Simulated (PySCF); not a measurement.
## Phosphorus: a sound run and one with changed settings

Sound run: P⁺ [Ne] 3s2 3p2, P²⁺ [Ne] 3s2 3p1. Calculation: PySCF 2.14, in aug-cc-pVDZ-DK (5s4p2d, 27 functions); the spin-free X2C one-electron Hamiltonian (Gaussian nucleus). In the sound run the correlated levels freeze [Ne]. The sound run starts from symmetry-adapted Hartree-Fock orbitals and uses a fine grid where one is needed.

Changed run: no relativity, point nucleus. This setting is unsound on purpose.

```json
{"species": "P⁺", "method": "UHF", "sound run (hartree)": "-341.15940", "changed run (hartree)": "-340.16473", "converged": "yes"}
{"species": "P⁺", "method": "r2SCAN", "sound run (hartree)": "-341.66448", "changed run (hartree)": "-340.67042", "converged": "yes"}
{"species": "P⁺", "method": "LDA", "sound run (hartree)": "-340.40503", "changed run (hartree)": "-339.41154", "converged": "yes"}
{"species": "P⁺", "method": "MP2", "sound run (hartree)": "-341.20966", "changed run (hartree)": "-340.21502", "converged": "yes"}
{"species": "P⁺", "method": "CCSD(T)", "sound run (hartree)": "-341.23141", "changed run (hartree)": "-340.23688", "converged": "yes"}
{"species": "P²⁺", "method": "UHF", "sound run (hartree)": "-340.45529", "changed run (hartree)": "-339.46024", "converged": "yes"}
{"species": "P²⁺", "method": "r2SCAN", "sound run (hartree)": "-340.93187", "changed run (hartree)": "-339.93734", "converged": "yes"}
{"species": "P²⁺", "method": "LDA", "sound run (hartree)": "-339.67669", "changed run (hartree)": "-338.68269", "converged": "yes"}
{"species": "P²⁺", "method": "MP2", "sound run (hartree)": "-340.49386", "changed run (hartree)": "-339.49886", "converged": "yes"}
{"species": "P²⁺", "method": "CCSD(T)", "sound run (hartree)": "-340.51404", "changed run (hartree)": "-339.51917", "converged": "yes"}
```

Ionisation energy of P⁺:

```
 method  sound run (eV)  changed run (eV)
    UHF          19.160            19.170
 r2SCAN          19.935            19.948
    LDA          19.819            19.833
    MP2          19.478            19.488
SCS-MP2          19.399            19.409
   CCSD          19.509            19.518
CCSD(T)          19.521            19.530
```

Most of the change in total energy is the relativistic energy itself. On top of that the contraction fixes the core shape for the Hamiltonian it was made with, so the changed run is not a good calculation with the other Hamiltonian either.

For comparison, NIST gives 19.769 eV between the lowest levels.
